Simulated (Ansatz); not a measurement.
Reaction (ligand exchange at the Si–O bond): `[SiH3][O][Al]([Cl])[Cl]` + `CNCS` → `CNCS[SiH3]` + `[OH][Al]([Cl])[Cl]`

Computed with Ansatz on PBE0-D4/def2-TZVP structures; ΔE is electronic, products minus reactants. CCSD(T)/CBS is the MP2 limit (def2-TZVPP, def2-QZVPP) plus CCSD(T) − MP2 in def2-TZVPP, frozen cores. Functionals use def2-TZVPP. B3LYP here is the variant with VWN-RPA as its local correlation; programs differ in this. One conformer a species, not always the lowest.

```tsv
species	B3LYP-D4 energy (Eh)
`[SiH3][O][Al]([Cl])[Cl]`	-1529.76309
`CNCS`	-533.45297
`CNCS[SiH3]`	-824.21032
`[OH][Al]([Cl])[Cl]`	-1238.99062
```

Question: Work out ΔE.

Answer: ΔE = (-824.21032) + (-1238.99062) − (-1529.76309) − (-533.45297) = 0.01512 Eh = +39.7 kJ/mol. CCSD(T)/CBS gives +40.6 kJ/mol.

Largest T1 diagnostic among the species: 0.011.

From PBE to PBE0 (25 % exact exchange), in def2-TZVPP and without D4, ΔE moves by +9.2 kJ/mol. In def2-TZVPP, CCSD(T) changes the Hartree–Fock value by −27.9 kJ/mol (the triples alone add −6.2 kJ/mol) and MP2 by −31.8 kJ/mol. The D4 term adds −5.3 kJ/mol with B3LYP and −2.7 kJ/mol with PBE0; it sums over pairs of atoms, weighted by their polarisabilities, and B3LYP, whose exchange is more repulsive, gets the larger term.
